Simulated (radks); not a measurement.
Spherical quantum dot in the effective-mass picture: electrons in a parabolic well V = omega^2 r^2 / 2 with omega = 3, all in effective atomic units (hartree* = m*/eps^2 hartree, bohr* = eps/m* bohr), one dielectric constant everywhere. Method: non-relativistic Kohn-Sham, LDA (Slater exchange, Perdew-Wang correlation), spin-polarised, spherical densities; computed with a radial shooting solver with Libxc functionals. Levels are named by radial order and angular momentum (1s, 1p, 1d, 2s, ...), and open shells are averaged over m. Results are scaled to m* = 0.276 and eps = 11.5, for which hartree* = 56.79 meV and bohr* = 2.205 nm. Each electron was tried in the lowest free levels, single moves between levels near the top were tried too, and the lowest total energy was kept; such a search can miss a lower state. At N = 1 the Hartree and exchange-correlation terms need not cancel, so that row can carry a self-interaction error.

N	open shells	2S	E (meV)	mu = E(N) - E(N-1) (meV)	addition energy mu(N+1) - mu(N) (meV)	e(HOMO) (meV)	rms radius (nm)
1	1s(up 1, down 0)	1	259.460	259.46	72.81	287.14	1.567
2	none	0	591.725	332.27	207.6	359.82	1.624
3	1p(up 1, down 0)	1	1131.54	539.82	47.96	563.51	1.816
4	1p(up 2, down 0)	2	1719.32	587.77	48.83	612.16	1.921
5	1p(up 3, down 0)	3	2355.92	636.61	62.45	661.04	1.994
6	1p(up 3, down 1)	2	3054.98	699.05	45.37	721.53	2.054
7	1p(up 3, down 2)	1	3799.40	744.42	46.02	767.40	2.105
8	none	0	4589.85	790.44	178.9	813.47	2.149
9	1d(up 1, down 0)	1	5559.23	969.38	40.06	989.39	2.224
10	1d(up 2, down 0)	2	6568.67	1009.4	40.06	1029.5	2.287
11	1d(up 3, down 0)	3	7618.16	1049.5	39.93	1069.5	2.342
12	1d(up 4, down 0)	4	8707.59	1089.4	39.73	1109.3	2.390
13	1d(up 5, down 0)	5	9836.76	1129.2	50.53	1149.0	2.433
14	1d(up 5, down 1)	4	11016.5	1179.7	37.95	1198.7	2.474
15	1d(up 5, down 2)	3	12234.1	1217.7	37.96	1236.6	2.512
16	1d(up 5, down 3)	2	13489.7	1255.6	37.86	1274.6	2.546
17	1d(up 5, down 4)	1	14783.2	1293.5	37.70	1312.4	2.579
18	none	0	16114.4	1331.2	49.90	1350.0	2.610
19	2s(up 1, down 0)	1	17495.4	1381.1	42.43	1400.4	2.641
20	none	0	18919.0	1423.5	137.0	1442.7	2.670
21	1f(up 1, down 0)	1	20479.5	1560.5	33.93	1577.5	2.708
22	1f(up 2, down 0)	2	22073.9	1594.4	33.83	1611.4	2.744
23	1f(up 3, down 0)	3	23702.1	1628.3	33.70	1645.1	2.778
24	1f(up 4, down 0)	4	25364.1	1662.0	33.56	1678.8	2.810
25	1f(up 5, down 0)	5	27059.6	1695.5	33.42	1712.3	2.841
26	1f(up 6, down 0)	6	28788.6	1728.9	33.27	1745.6	2.870
27	1f(up 7, down 0)	7	30550.8	1762.2	41.80	1778.8	2.898
28	1f(up 7, down 1)	6	32354.8	1804.0	32.40	1820.2	2.925
29	1f(up 7, down 2)	5	34191.2	1836.4	32.31	1852.6	2.951
30	1f(up 7, down 3)	4	36059.9	1868.7	32.21	1884.8	2.976
31	1f(up 7, down 4)	3	37960.8	1900.9	32.09	1917.0	3.001
32	1f(up 7, down 5)	2	39893.8	1933.0	31.97	1949.0	3.024
33	1f(up 7, down 6)	1	41858.8	1965.0	-	1980.9	3.047

All shells are closed at N = 2, 8, 18, 20 (there: 1s2 1p6 1d10 2s2); the second difference of the energy has clear peaks (12 % above both neighbours; the first and last values, which can be the largest, are not judged, and half-filled shells can peak too) at N = 2, 5, 8, 13, 18, 20, 27.
